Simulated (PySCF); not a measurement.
`ClCC#C[SiH2]Br`. Method: PBE0-D3(BJ)/def2-SVP geometry optimisation, gas phase in PySCF 2.14.0.

```
atom  x, y, z in Å
Cl1   -3.0447   -1.3087    0.6565
C2    -2.2175    0.1800    0.0984
C3    -0.7790    0.0267    0.0486
C4     0.4334   -0.0820   -0.0003
Si5    2.2488   -0.2142   -0.0906
Br6    3.0647    1.7162   -0.8426
H7    -2.4965    0.9888    0.7893
H8    -2.6150    0.4227   -0.8979
H9     2.6413   -1.2860   -1.0426
H10    2.8161   -0.4639    1.2603
```

**Question.** What is the longest distance between nuclei?

**Answer.** Cl1···Br6, 6.98 Å; the next longest distance is 5.95 Å.

**Question.** Work out the bond lengths Cl1–C2, C2–C3, C2–H7, C2–H8, C4–Si5, Si5–Br6, Si5–H10 in Å.

**Answer.** For Cl1–C2 the difference vector is (0.8272, 1.4887, -0.5581) Å, of length 1.7922 Å. Cl1–C2 1.792; C2–C3 1.448; C2–H7 1.100; C2–H8 1.100; C4–Si5 1.822; Si5–Br6 2.227; Si5–H10 1.486 Å.

**Question.** How far are the heavy atoms from their best plane (unweighted least squares)?

**Answer.** 0.010 Å rms; Cl1 0.02, C2 0.01, C3 0.01, C4 0.01, Si5 0.00, Br6 0.01 Å (magnitudes).

**Question.** What is the repulsion energy of the bare nuclei, Σ ZA·ZB/RAB?

**Answer.** 472.52 Eh over 45 pairs, with full nuclear charges and distances in bohr; the largest single term is 116.46 Eh (Si5 with Br6).

**Question.** What are the angles H7–C2–H8, Cl1–C2–C3, C3–C2–H7, C3–C4–Si5, C4–Si5–Br6, H9–Si5–H10, Br6–Si5–H9?

**Answer.** From the scalar product of the two bond vectors; for H7–C2–H8 it is -0.3811 Å² over 1.0997 × 1.0998 Å², cos θ = -0.3151. H7–C2–H8 108.4°; Cl1–C2–C3 112.4°; C3–C2–H7 110.6°; C3–C4–Si5 178.9°; C4–Si5–Br6 108.6°; H9–Si5–H10 111.1°; Br6–Si5–H9 108.2°.

**Question.** Where is the centre of mass (commonest isotopes), and what is the radius of gyration?

**Answer.** Mass 181.895 u; centre at (0.923, 0.466, -0.243) Å; Rg = √(Σ m r²/M) = 2.844 Å. As Ia + Ib + Ic = 2 Σ m r², the three principal moments sum to 2942.2 u·Å².

**Question.** Write the matrix of distances between heavy atoms (Å, lower triangle).

**Answer.** 
```
Cl1   0.000
C2    1.792  0.000
C3    2.699  1.448  0.000
C4    3.746  2.666  1.218  0.000
Si5   5.457  4.488  3.041  1.822  0.000
Br6   6.980  5.581  4.292  3.296  2.227  0.000
```

The point group is Cs within 0.08 Å; differences among equivalent distances and angles are scatter left by the optimiser. Whether it is a minimum is left open (no frequencies).
